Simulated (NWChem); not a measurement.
Species: GeCl3, doublet; SMILES [Cl][Ge]([Cl])[Cl]

In the optimisation the excess spin sits in a (C3, its own frame).

Problem. Give the equilibrium geometry at PBE-D3(BJ)/def2-SVP, spin-unrestricted (NWChem) as a Z-matrix, with the point group.

Solution. point group C3v; any orientation.
```
Ge
Cl 1 2.1912
Cl 1 2.1912 2 108.49
Cl 1 2.1912 2 108.49 3 117.67
```
